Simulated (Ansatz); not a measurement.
Cost and result for the atomization energy of `C=C[CH2][GaH2]` (11 atoms, 10 bonds).

```xyz
11

C    -0.634    0.572    1.187
C     0.402    0.741    0.331
C     0.344    0.527   -1.115
Ga    0.073   -1.378   -0.484
H    -0.483    0.612    2.258
H    -1.656    0.485    0.832
H     1.394    0.846    0.766
H    -0.567    0.864   -1.604
H     1.243    0.794   -1.659
H     1.289   -2.194    0.059
H    -1.406   -1.869   -0.570
```

Charge 0, multiplicity 1. Correlated methods include outer-core shells of Ga, which these sets cover unevenly. Scalar relativity is left out up to krypton. The structure was optimised at the PBE0-D4/def2-TZVP level. It is one conformer, not always the lowest. Program: Ansatz. All runs use 4 threads of an Arm Neoverse V2 on a shared host. Times are those of one run each, without the atoms' runs, and a repeat can differ threefold. Electronic energies, without spin–orbit coupling; frozen cores. CCSD(T)/CBS adds CCSD(T) − MP2 in def2-TZVPP to the MP2 limit, and its time is that of the two runs behind it. T1 = 0.013. With those shells the extrapolation isn't a true limit. HSE06 is the plane-wave form, built on full-range PBE exchange.

CCSD(T)/CBS is a level of theory with its own doubt, some kJ/mol a heavy atom from the limit and from the frozen cores, so smaller differences don't rank the functionals.

| level | functions | wall time | atomization (kJ/mol) | difference from CCSD(T)/CBS | per bond |
| --- | --- | --- | --- | --- | --- |
| LDA (SPW92)/def2-TZVPP | 239 | 1.1 s | 4493.4 | 533.4 | 53.3 |
| revPBE-D4/def2-TZVPP | 239 | 1.7 s | 3932.3 | -27.7 | -2.8 |
| BLYP-D4/def2-TZVPP | 239 | 1.7 s | 3920.9 | -39.1 | -3.9 |
| PBE-D4/def2-TZVPP (with forces) | 239 | 2 s | 4017.7 | 57.7 | 5.8 |
| PBE0-D4/def2-TZVPP | 239 | 2.4 s | 3972.2 | 12.2 | 1.2 |
| HSE06-D4/def2-TZVPP | 239 | 2.7 s | 3974.4 | 14.4 | 1.4 |
| B2PLYP/def2-TZVPP | 239 | 4.4 s | 3911.7 | -48.3 | -4.8 |
| PBE-QIDH/def2-TZVPP | 239 | 4.5 s | 3954.5 | -5.5 | -0.6 |
| CCSD(T)/def2-SVP | 109 | 4.8 s | 3790.1 | -169.9 | -17.0 |
| ωB97X-V/def2-TZVPP | 239 | 6.5 s | 3955.3 | -4.7 | -0.5 |
| MP2/def2-QZVPP | 470 | 20 s | 3965.4 | 5.4 | 0.5 |
| CCSD(T)/def2-TZVPP | 239 | 110 s | 3883.6 | -76.4 | -7.6 |
| CCSD(T)/CBS(def2) | – | 2.1 min | 3960.0 | 0.0 | 0.0 |

From PBE to PBE0 (25 % exact exchange), in def2-TZVPP and without D4, the atomization energy moves by −41.9 kJ/mol: exact exchange takes away binding that semilocal exchange gives to molecules. The D4 term adds +36.0 kJ/mol with B3LYP and +18.6 kJ/mol with PBE0; it sums over pairs of atoms, weighted by their polarisabilities, and B3LYP, whose exchange is more repulsive, gets the larger term. At CCSD(T), def2-SVP lies −169.9 kJ/mol from the extrapolated value and def2-TZVPP −76.4 kJ/mol: correlation converges slowly with the basis, and small sets miss more of it in the bonded molecule than in its fragments.

B3LYP here is the variant with VWN-RPA as its local correlation; programs differ in this.
